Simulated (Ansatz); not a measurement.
Consider the redistribution: `[OH][GeH]([Cl])[GeH3]` + `NBBr` → `[OH][GeH2][GeH3]` + `NB(Cl)Br`.

Program: Ansatz. Geometries: PBE0-D4/def2-TZVP. ΔE: electronic, gas phase. CBS: MP2 limit from def2 TZ/QZ plus the TZ coupled-cluster correction, frozen cores. Functionals use def2-TZVPP. For Br, Ge outer-core shells are correlated without core-valence functions, which leaves a few kJ/mol of doubt a bond. Scalar relativity is left out up to krypton. Each species was taken in one conformer, which may not be the lowest.

```tsv
level	ΔE (kJ/mol)
PBE-QIDH	14.9
SCS-MP2/def2-QZVPP	17.5
```

(1) What does CCSD(T)/CBS give? (An estimate is asked.)

Largest T1 diagnostic among the species: 0.012.

Answers

(1) The calculation gave: +16.0 kJ/mol. The listed levels differ from it by -1.1, 1.5 kJ/mol.

At CCSD(T), def2-SVP lies −14.1 kJ/mol from the extrapolated value and def2-TZVPP −0.3 kJ/mol. In def2-TZVPP, CCSD(T) changes the Hartree–Fock value by −11.3 kJ/mol (the triples alone add −1.0 kJ/mol) and MP2 by −12.2 kJ/mol.

CCSD(T)/CBS has its own doubt, a few kJ/mol and more with outer-core shells, so smaller differences from it don't rank the levels.
